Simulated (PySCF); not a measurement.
From one molecule to another.

First species: C₂H₈N₂Si₂.
SMILES: `N#CC[SiH2]N[SiH3]`

Second species: C2H8N2Si2.
Atom-mapped SMILES: `[CH3:1][N:2]([SiH3:3])[SiH2:4][C:5]#[N:6]` (hydrogens: H7, H8, H9 on C1; H10, H11, H12 on Si3; H13, H14 on Si4)

Levels: PBE0/def2-SVPD for dipole moment, HOMO energy, LUMO energy, HOMO–LUMO gap, static isotropic polarisability and electronic spatial extent ⟨r²⟩ about the centre of nuclear charge; TDDFT PBE0/def2-SVPD for lowest singlet excitation; TDA PBE0/def2-SVPD for lowest triplet excitation (Tamm–Dancoff); GFN2-xTB for rotational constant A and rotational constant C. Geometries: GFN2-xTB. Each structure is a single optimised conformer of the isolated species, non-relativistic unless stated. Electronic properties by PySCF.

The conformers computed, where there is a choice (atom-mapped SMILES and torsion angles):
- `[N:1]#[C:2][CH2:3][SiH2:4][NH:5][SiH3:6]`: C2–C3–Si4–N5 -171°, C3–Si4–N5–Si6 -45°
- `[CH3:1][N:2]([SiH3:3])[SiH2:4][C:5]#[N:6]`: C1–N2–Si4–C5 46°

```tsv
property	column X	column Y
dipole moment	3.65 D	4.78 D
HOMO energy	-7.48 eV	-7.84 eV
LUMO energy	-0.85 eV	-0.35 eV
HOMO–LUMO gap	6.63 eV	7.49 eV
lowest singlet excitation	5.34 eV	6.10 eV
lowest triplet excitation (Tamm–Dancoff)	5.10 eV	5.78 eV
static isotropic polarisability	85.4 au	86.3 au
electronic spatial extent ⟨r²⟩ about the centre of nuclear charge	1100 bohr²	1296 bohr²
rotational constant A	4.941 GHz	6.351 GHz
rotational constant C	1.079 GHz	0.858 GHz
```

Task: Which column belongs to which species?

Result: Column X is the second species and column Y the first. The first has 14 atoms and 62 electrons, the second 14 and 62.

Task: How does each property change from the first species to the second?

Result: dipole moment -1.13 D; HOMO energy +0.36 eV; LUMO energy -0.50 eV; HOMO–LUMO gap -0.86 eV; lowest singlet excitation -0.76 eV; lowest triplet excitation (Tamm–Dancoff) -0.68 eV; static isotropic polarisability -0.9 au; electronic spatial extent ⟨r²⟩ about the centre of nuclear charge -196 bohr²; rotational constant A -1.410 GHz; rotational constant C +0.221 GHz.

On the first: S1 lies 1.39 eV below the HOMO–LUMO gap; its leading configuration is HOMO→LUMO, weight 0.98. A dipole of 4.78 D is allowed in C1, and pure rotational transitions are dipole-allowed.

On the second: The 8 singlets span 5.34 to 7.50 eV, and their oscillator strengths add up to 0.07. The principal polarisabilities are 72.6, 81.7 and 101.7 au; their mean is the isotropic value.
